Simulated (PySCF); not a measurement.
Calculation: PySCF with TPSSh-D3(BJ)/def2-TZVP // B3LYP-D3(BJ)/def2-TZVP. Isolated molecules, 0 K electronic values unless said otherwise. One relaxed conformer stands for a flexible species; it need not be the lowest. Delta-SCF ions had no search for a lower state. Excitations are Tamm–Dancoff values on a coarser integration grid. The basis has no diffuse functions, so Rydberg states are missing or too high.

Reference species (SMILES): `C1CC(=CC=1)F` (neutral, multiplicity 1).

The brightest of the four lowest singlets (TDA) is 5.28 eV and the vertical ionisation energy (Delta-SCF) comes out as 8.30 eV. The HOMO comes out as -5.67 eV.

After one change: the brightest of the four lowest singlets (TDA) rises by 0.44 eV; the vertical ionisation energy (Delta-SCF) rises by 0.95 eV; the HOMO falls by 1.05 eV.

Problem. Which change was made? The new species is one of these.
(A) `C#C/C=C/CF`
(B) `C#C/C=C(\C)F`
(C) `FC1C=CC=C1`

Solution. A, `C#C/C=C/CF`
